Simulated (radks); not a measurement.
Task: Spherical quantum dot in the effective-mass picture: electrons in a parabolic well V = omega^2 r^2 / 2 with omega = 0.0578, with a point charge +1 (a donor) at the centre, all in effective atomic units (hartree* = m*/eps^2 hartree, bohr* = eps/m* bohr), one dielectric constant everywhere. Calculated with a radial shooting solver with Libxc functionals: non-relativistic Kohn-Sham, PBEsol, spin-polarised, spherical densities. Levels are named by radial order and angular momentum (1s, 1p, 1d, 2s, ...), and open shells are averaged over m. Results are scaled to m* = 0.095 and eps = 11.2, for which hartree* = 20.61 meV and bohr* = 6.239 nm. At N = 33 the configuration is 1s2 1p6 1d10 2s2 1f(up 7, down 6). Does electron 34 go into 2p up or 1f down or 2p down?

Result: Into 1f down. The total energies of the other choices lie higher by 0.175 meV (2p up), 0.177 meV (2p down).
